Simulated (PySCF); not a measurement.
Geometries of 2 isomers of C3H6O3S, from PySCF 2.14.0, PBE0-D3(BJ)/def2-SVP geometry optimisation, gas phase. One conformer each, no zero-point energy, no frequencies.

Problem. Which is lower in electronic energy at this level?
A.
```xyz
13
angstrom
C     -2.471    0.476    0.081
C     -1.374   -0.273    0.111
S     -0.199   -0.164   -1.198
O      0.188   -1.513   -1.571
O     -0.653    0.805   -2.167
O      1.058    0.536   -0.449
C      2.039   -0.291    0.159
H     -3.225    0.403    0.869
H     -2.637    1.177   -0.742
H     -1.133   -1.008    0.884
H      2.930    0.337    0.284
H      1.703   -0.642    1.149
H      2.274   -1.154   -0.479
```
B.
```xyz
13
angstrom
O      2.411   -0.392   -0.904
S      1.352   -0.368    0.077
O      1.610   -0.616    1.482
C      0.287    1.098   -0.064
C     -1.071    0.553   -0.490
C     -1.076   -0.921   -0.083
O      0.203   -1.423   -0.436
H      0.293    1.559    0.932
H      0.758    1.769   -0.793
H     -1.901    1.108   -0.032
H     -1.174    0.622   -1.583
H     -1.248   -1.049    1.001
H     -1.818   -1.514   -0.633
```

Solution. B. That is `O=S1(=O)CCCO1` (1,3-propanesultone), 25.5 kcal/mol below the other.

| SMILES | atoms numbered as above | E (Eh) | relative (kcal/mol) | relative (kJ/mol) | dipole (D) |
| --- | --- | --- | --- | --- | --- |
| O=S1(=O)CCCO1 | [O:1]=[S:2]1(=[O:3])[CH2:4][CH2:5][CH2:6][O:7]1 | -740.83391 | 0.0 | 0.0 | 5.52 |
| C=CS(=O)(=O)OC | [CH2:1]=[CH:2][S:3](=[O:4])(=[O:5])[O:6][CH3:7] | -740.79323 | 25.5 | 106.8 | 4.11 |

As drawn, the higher has a C=C bond outside aromatic rings, which the lower lacks.
